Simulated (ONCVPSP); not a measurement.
# What the settings do to the ONCV potential of B (Z = 5)

Base potential:

* Element: B (Z = 5)
* Generator: ONCVPSP 4.0.1
* Type: optimised norm-conserving Vanderbilt (ONCV)
* Functional: PBE
* Relativity: scalar-relativistic
* Frozen core: [He]
* Valence charge: 3
* Reference configuration: 2s2 2p0.5 (charge +0.5)
* Partial waves: 2s: rc 1.35 bohr, ncon 4, nbas 9, qcut 5.7 1/bohr, local; 2p: rc 2.90 bohr, ncon 4, nbas 8, qcut 5.2 1/bohr, 2 projectors, debl 2 Ha
* Local potential: the s channel
* Core correction: Teter function, fcfact 1.5, rcfact 1.05

All-electron outer shells of the reference configuration (PBE, scalar-relativistic, ld1.x):

```csv
shell,level (eV),outermost node (bohr),outermost maximum (bohr)
1s,-186.43,–,0.21
2s,-14.13,0.46,1.48
2p,-8.09,–,1.48
```

Cutoffs, loose and tight: the cutoffs (Ha) at which the residual kinetic energy of the hardest occupied pseudo-wave falls to 1 and 0.1 mHa per electron. They do not see the model core or the augmentation charge, which bear on the density cutoff. Test errors are all-electron minus pseudo excitation energies from the reference, over the configurations 2s2 2p1; 2s2 2p0; 2s1 2p0; 2s0 2p3. A dash means not determined; rows that change the core or the reference have their own tests.

| change | outcome | cutoff, loose | cutoff, tight | bound ghosts | GHOST(+) flags above zero | largest test error (meV) |
| --- | --- | --- | --- | --- | --- | --- |
| base | generated | 12 Ha | 16 Ha | none | none | +140 |
| core correction Teter function, fcfact 1.9, rcfact 1.05 | generated | 12 Ha | 16 Ha | none | none | +142 |
| core correction Teter function, fcfact 2.7, rcfact 1.05 | generated | 12 Ha | 16 Ha | none | none | +146 |
| core correction Teter function, fcfact 4, rcfact 1.05 | generated | 12 Ha | 16 Ha | none | none | +149 |
| core correction Teter function, fcfact 4.8, rcfact 1.05 | generated | 12 Ha | 16 Ha | none | none | +149 |
| core correction Teter function, fcfact 6.4, rcfact 1.05 | generated | 12 Ha | 16 Ha | none | none | +149 |
| core correction Teter function, fcfact 7.4, rcfact 1.05 | generated | 12 Ha | 16 Ha | none | none | +148 |

Reading the sweep of the fcfact (base included, trends over the rows without a ghost): The loose cutoff stays near 12 Ha. The median size of the test errors (rows with all tests solved) stays near 17.9 meV.
